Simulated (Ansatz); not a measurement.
CH$_{6}$F$_{2}$Si$_{2}$ (`C[SiH2][SiH](F)F`), relaxed with RKS PBE0-D4/def2-TZVP in Ansatz 0.2.0 from a PBE-D4/def2-SVP geometry. The force threshold is 0.005 eV/Å; the program also tests the step.

Total charge 0; spin multiplicity 1.

Start:

```xyz
11

C     1.747    0.148   -0.005
Si    0.079    0.077    0.888
Si   -1.659   -0.118   -0.680
F    -1.336   -1.419   -1.624
F    -3.079   -0.417    0.077
H     2.578    0.201    0.727
H     1.811    1.037   -0.664
H     1.890   -0.757   -0.629
H    -0.153    1.317    1.713
H     0.004   -1.120    1.799
H    -1.883    1.049   -1.602
```

(1) How much energy does the relaxation release, and in how many steps? (Best estimate.)

(2) Which bonds change most? (Estimate.)

(3) Give the relaxed structure. (An estimate is asked.)

Results:

(1) Computed: 1.97 kcal/mol, in 7 steps, 1 of them rejected.

(2) Ansatz gave: Si3–F4 from 1.640 to 1.597 Å; Si3–F5 from 1.637 to 1.595 Å; C1–Si2 from 1.894 to 1.875 Å; Si3–H11 from 1.503 to 1.485 Å.

(3) The calculation gave: 
```xyz
11

C     1.741    0.152    0.001
Si    0.087    0.056    0.877
Si   -1.655   -0.132   -0.680
F    -1.397   -1.403   -1.611
F    -3.044   -0.377    0.064
H     2.554    0.235    0.726
H     1.786    1.022   -0.658
H     1.911   -0.742   -0.602
H    -0.161    1.283    1.684
H     0.028   -1.121    1.786
H    -1.850    1.027   -1.588
```
